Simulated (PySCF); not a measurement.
How methods differ on the excitation energy of Sn²⁺

Sn²⁺ [Kr] 4d10 5s2 (1S) → Sn²⁺ [Kr] 4d10 5s1 5d1 (3D), as a difference of total energies. Calculation: PySCF 2.14, in aug-cc-pVTZ-PP with one added diffuse shell each of d, f type with ECP28MDF (6s5p5d3f, 67 functions); scalar relativity through the core potential. Correlated levels: valence: 4s2 4p6 4d10 frozen. The calculations carry no spin-orbit coupling.

```json
{"method": "UHF", "excitation energy (cm⁻¹)": "129250"}
{"method": "LDA", "excitation energy (cm⁻¹)": "141750"}
{"method": "PBE", "excitation energy (cm⁻¹)": "137530"}
{"method": "PBE0", "excitation energy (cm⁻¹)": "136590"}
{"method": "r2SCAN", "excitation energy (cm⁻¹)": "137040"}
{"method": "CAM-B3LYP", "excitation energy (cm⁻¹)": "140660"}
{"method": "wB97X", "excitation energy (cm⁻¹)": "142400"}
{"method": "BHandHLYP", "excitation energy (cm⁻¹)": "138000"}
{"method": "MN15", "excitation energy (cm⁻¹)": "140840"}
{"method": "MP2 (valence)", "excitation energy (cm⁻¹)": "133590"}
{"method": "SCS-MP2 (valence)", "excitation energy (cm⁻¹)": "135400"}
```

The promoted electron is Rydberg-like, and one or two diffuse shells describe it only roughly, which tends to raise the upper state.
